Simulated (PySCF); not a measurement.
Electron correlation in B+ (boron, charge +1)

[He] 2p2, high-spin 3P determinant (an excited configuration). Calculation: PySCF 2.14, in dyall-av2z; no relativity, point nucleus. Frozen: 1s2; 2 electrons correlated; the 8 highest virtual orbitals of each spin left out.

With two correlated electrons CCSD is exact within the correlated space (frozen core and kept virtual orbitals).

```json
{"level": "CCSD", "correlation energy (mhartree)": "-7.63"}
```

Diagnostics: T1 = 0.0019, D1 = 0.0027, largest double amplitude 0.031.

Cost of the coupled-cluster step: about 0.19 core-seconds, for 2 correlated electrons.

Iterations:

```
CC2 = 0
CCSD nocc = (np.int64(2), np.int64(0)), nmo = (33, 33)
frozen orbitals [[0, 34, 35, 36, 37, 38, 39, 40, 41], [0, 34, 35, 36, 37, 38, 39, 40, 41]]
max_cycle = 100
direct = 0
conv_tol = 1e-08
conv_tol_normt = 1e-06
diis_space = 8
diis_start_cycle = 0
Init t2, MP2 energy = -0.00541554484467379
Init E_corr(UCCSD) = -0.00541554484687218
cycle = 1  E_corr(UCCSD) = -0.00696295831468392  dE = -0.00154741347  norm(t1,t2) = 0.0145531
cycle = 2  E_corr(UCCSD) = -0.00742171868307507  dE = -0.000458760368  norm(t1,t2) = 0.0046921
cycle = 3  E_corr(UCCSD) = -0.00763129057919172  dE = -0.000209571896  norm(t1,t2) = 0.00162801
cycle = 4  E_corr(UCCSD) = -0.00762712007992423  dE = 4.17049927e-06  norm(t1,t2) = 0.000190791
cycle = 5  E_corr(UCCSD) = -0.00762727863847555  dE = -1.58558551e-07  norm(t1,t2) = 7.42053e-06
cycle = 6  E_corr(UCCSD) = -0.00762725391632679  dE = 2.47221488e-08  norm(t1,t2) = 6.98478e-07
cycle = 7  E_corr(UCCSD) = -0.00762725871126409  dE = -4.79493729e-09  norm(t1,t2) = 7.20455e-08
UCCSD converged
E(UCCSD) = -23.8424604447173  E_corr = -0.007627258711264085
```
